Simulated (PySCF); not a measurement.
A PySCF script (with the pyscf-properties extension) for the NMR shieldings of Mg$_{3}$O$_{3}$, on a PBE0-D3(BJ)/def2-SVP geometry:

```python
import basis_set_exchange as bse
import numpy as np
from pyscf import gto, dft
from pyscf.prop import nmr

atoms = """
Mg    1.434909    0.371483   -0.835634
O    -0.031242    1.292676   -1.448445
Mg   -1.470472    0.760437   -0.438753
O    -1.639605   -0.429760    0.950496
Mg    0.028941   -1.129326    1.270979
O     1.677460   -0.865510    0.501357
"""
names = dict.fromkeys(["Mg", "O"], "pcSseg-1")
basis = {el: gto.basis.parse(bse.get_basis(n, elements=[el], fmt="nwchem")) for el, n in names.items()}
mol = gto.M(atom=atoms, basis=basis, charge=0, verbose=0)
mf = dft.RKS(mol, xc="GGA_XC_KT2")
mf.grids.level = 2
mf.grids.alignment = dft.numint.BLKSIZE   # the property module wants whole blocks of grid points
mf.conv_tol = 1e-9
mf.kernel()

calc = nmr.RKS(mf)   # GIAO
sigma = calc.kernel()   # uncoupled for a functional without exact exchange
for i, s in enumerate(sigma):   # ppm
    w = np.linalg.eigvalsh((s + s.T) / 2)
    print("%2d %-2s iso %8.1f  s11 %8.1f  s22 %8.1f  s33 %8.1f" % (i, mol.atom_pure_symbol(i), w.mean(), *w))
```

**Question.** What are the results?

**Answer.** 
```
 0 Mg iso    497.1  s11    383.4  s22    428.5  s33    679.5
 1 O  iso    324.7  s11    217.8  s22    275.6  s33    480.8
 2 Mg iso    497.7  s11    384.5  s22    430.0  s33    678.6
 3 O  iso    324.6  s11    217.8  s22    275.2  s33    480.9
 4 Mg iso    497.2  s11    383.5  s22    428.5  s33    679.6
 5 O  iso    324.8  s11    220.4  s22    273.0  s33    480.9
```

These numbers come from an equivalent density-fitted implementation of the same equations, which agrees with the script to about 0.01 ppm for H and up to a few tenths of a ppm for heavy atoms, so last digits may differ.

Size and cost of the density-fitted run: 99 basis functions, 7.5 s wall time on 1 thread of an Arm Neoverse V1, shared host.
